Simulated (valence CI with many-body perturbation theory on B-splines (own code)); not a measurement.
**E1 transitions of Cd15+**

Level of theory: relativistic CI+MBPT: five valence electrons over a frozen Dirac-Fock core [Ar] 3d10, radial functions for each j: 9 s, 9 p, 8 d, 6 f, 3 g, 1 h, with the one-electron correlation potential Σ1 (screened to all orders), the two-electron term Σ2, the three-electron term Σ3, Breit, model QED; selected single and double excitations, second order for the rest (own B-spline code, finite nucleus).

No measured spectrum was set against this ion. As an estimate, levels hold to about 250 cm⁻¹ or 0.2 % of their energy and the worst to 1 %, as in measured heavy ions of charge 2 to 7; those with d or f electrons hold less well. Among the levels kept, up to 320 cm⁻¹ of a level comes from second order outside the variational space, and about a tenth of that is noise between levels of different J, which matters for small intervals.

Lines 151 to 179 of 179 in falling wavelength, among levels below 107.76 eV, chosen from the strongest by gf and those to the six lowest levels. Wavelengths and rates use the calculated energies, so an error of 1000 cm⁻¹ moves a line at 15.78 nm by 0.16 % and its rate by three times that or more. Electric multipoles are in the length gauge, E1 and E2 with the static RPA response of the core. Weak lines are less certain than strong ones. Lines between different terms over intervals too small for the method are left out, as are lines whose strength nearly cancels.

Names give the largest LS component (configuration and term), which can be under half, so a name can repeat, a term be missing and a line seem to break the LS rules; names also repeat where a configuration has a term twice. Letters in brackets count levels of one name in rising energy.

```
λ vac (nm)                  Upper            Lower   A (s⁻¹)  log gf  Branch %
     15.78  4s2 4p2 4d 2P_3/2 [b]  4s2 4p3 2P°_1/2  1.01e+11    0.18      56.4
     15.71      4s2 4p2 4d 4P_5/2  4s2 4p3 4S°_3/2  1.68e+11    0.57      78.8
     15.64  4s2 4p2 4d 2P_1/2 [b]  4s2 4p3 2D°_3/2  3.20e+10   -0.63      22.1
     15.60  4s2 4p2 4d 2D_3/2 [b]  4s2 4p3 2D°_3/2  1.57e+11    0.36      73.6
     15.59  4s2 4p2 4d 2D_5/2 [b]  4s2 4p3 2D°_5/2  1.67e+10   -0.44      55.0
     15.57      4s2 4p2 4d 4P_3/2  4s2 4p3 4S°_3/2  1.63e+11    0.37      85.8
     15.54      4s2 4p2 4d 4P_1/2  4s2 4p3 4S°_3/2  1.76e+11    0.11      93.9
     15.40  4s2 4p2 4d 2F_5/2 [b]  4s2 4p3 2D°_3/2  1.63e+11    0.54      66.7
     15.25  4s2 4p2 4d 2F_7/2 [c]  4s2 4p3 2D°_5/2  2.94e+11    0.91     100.0
     15.20  4s2 4p2 4d 2D_3/2 [a]  4s2 4p3 4S°_3/2  4.87e+10   -0.17      70.2
     15.17  4s2 4p2 4d 2D_5/2 [b]  4s2 4p3 2D°_3/2  9.18e+09   -0.72      30.3
     15.14  4s2 4p2 4d 2P_3/2 [b]  4s2 4p3 2D°_5/2  3.75e+08   -2.29       0.2
     15.11  4s2 4p2 4d 2D_3/2 [c]  4s2 4p3 2P°_1/2  1.30e+11    0.25      56.0
     15.02  4s2 4p2 4d 2P_1/2 [a]  4s2 4p3 4S°_3/2  3.99e+10   -0.57      22.0
     14.81  4s2 4p2 4d 2D_5/2 [a]  4s2 4p3 4S°_3/2  6.27e+10    0.09      29.8
     14.78      4s2 4p2 4d 2S_1/2  4s2 4p3 2D°_3/2  4.27e+10   -0.55      23.5
     14.75  4s2 4p2 4d 2P_3/2 [b]  4s2 4p3 2D°_3/2  4.47e+09   -1.23       2.5
     14.53  4s2 4p2 4d 2D_3/2 [c]  4s2 4p3 2D°_5/2  6.05e+08   -2.12       0.3
     14.48  4s2 4p2 4d 2P_1/2 [b]  4s2 4p3 4S°_3/2  1.03e+08   -3.19       0.1
     14.45  4s2 4p2 4d 2D_3/2 [b]  4s2 4p3 4S°_3/2  5.23e+07   -3.18       0.0
     14.37  4s2 4p2 4d 2D_5/2 [c]  4s2 4p3 2D°_5/2  1.18e+10   -0.66       4.5
     14.28  4s2 4p2 4d 2F_5/2 [b]  4s2 4p3 4S°_3/2  8.25e+09   -0.82       3.4
     14.17  4s2 4p2 4d 2D_3/2 [c]  4s2 4p3 2D°_3/2  4.93e+07   -3.23       0.0
     14.08  4s2 4p2 4d 2D_5/2 [b]  4s2 4p3 4S°_3/2  3.29e+09   -1.23      10.8
     14.01  4s2 4p2 4d 2D_5/2 [c]  4s2 4p3 2D°_3/2  6.00e+09   -0.97       2.3
     13.74      4s2 4p2 4d 2S_1/2  4s2 4p3 4S°_3/2  2.00e+08   -2.95       0.1
     13.71  4s2 4p2 4d 2P_3/2 [b]  4s2 4p3 4S°_3/2  1.65e+08   -2.73       0.1
     13.21  4s2 4p2 4d 2D_3/2 [c]  4s2 4p3 4S°_3/2  7.99e+08   -2.08       0.3
     13.08  4s2 4p2 4d 2D_5/2 [c]  4s2 4p3 4S°_3/2  1.02e+09   -1.81       0.4
```

How does gf follow from A for the line at 15.02 nm?

gf = 1.4992 × (2J+1)_upper × A / σ², with σ = 665984 cm⁻¹ and 2J+1 = 2: gf = 0.269.
